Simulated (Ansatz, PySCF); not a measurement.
Donor–acceptor adduct: AlH3 (SMILES [AlH3]) (first 4 atoms) with AsH3 (SMILES [AsH3]); geometry from B3LYP-D3(BJ)/def2-TZVP, rigid monomers moved along the line of their centres of mass till Al1···As5 is 2.40 Å.
(charge 0, multiplicity 1):
```json
[
 {"atom": "Al", "x (Å)": "0.2822", "y (Å)": "0.6255", "z (Å)": "0.5610"},
 {"atom": "H", "x (Å)": "-0.5405", "y (Å)": "-0.2926", "z (Å)": "-0.4415"},
 {"atom": "H", "x (Å)": "-0.2475", "y (Å)": "2.0913", "z (Å)": "0.8698"},
 {"atom": "H", "x (Å)": "1.8116", "y (Å)": "0.2894", "z (Å)": "0.8303"},
 {"atom": "As", "x (Å)": "-0.5584", "y (Å)": "-0.3781", "z (Å)": "2.5749"},
 {"atom": "H", "x (Å)": "-0.0933", "y (Å)": "0.1218", "z (Å)": "3.9227"},
 {"atom": "H", "x (Å)": "-0.3393", "y (Å)": "-1.8496", "z (Å)": "2.8390"},
 {"atom": "H", "x (Å)": "-2.0397", "y (Å)": "-0.3566", "z (Å)": "2.8719"}
]
```

Interaction energies are E(AB) − E(A) − E(B) at the monomers' geometry in the complex; basis-set methods are counterpoise corrected. Rows marked so take none.

Cores are frozen in the correlated methods. Filled d and f shells under p-block atoms count as core. CBS(a, b) extrapolates the correlation energy as X⁻³ and adds the Hartree–Fock energy of set b. Rows in 3-21G, 6-31G*, STO-3G carry no dispersion term and start afresh at each structure (6-31G* with six Cartesian d functions); the Pople sets are all-electron and without relativity. MP2/6-31G* freezes PySCF's default core, which leaves 3d correlated.

Codes used: Ansatz (Gaussian basis) for Hartree–Fock, density functionals and correlated methods; PySCF for 3-21G rows, 6-31G* rows, STO-3G rows. Each number belongs to the level named beside it.

```csv
level,interaction energy (kJ/mol)
HF/STO-3G (no counterpoise),-79.6
B3LYP/3-21G (no counterpoise),-44.9
B3LYP/def2-TZVPPD,-34.7
wB97M-V/def2-TZVPPD,-48.7
MP2/6-31G*,-30.8
"MP2/CBS(def2-SVPD, def2-TZVPPD)",-47.0
SCS-MP2/def2-SVPD,-27.1
CCSD/def2-TZVPPD,?
"CCSD(T)/CBS(def2-SVPD, def2-TZVPPD)",-46.7
```

Fill in the missing entries.


- CCSD/def2-TZVPPD, interaction energy (kJ/mol): -38.8

Ansatz is an electronic-structure program.
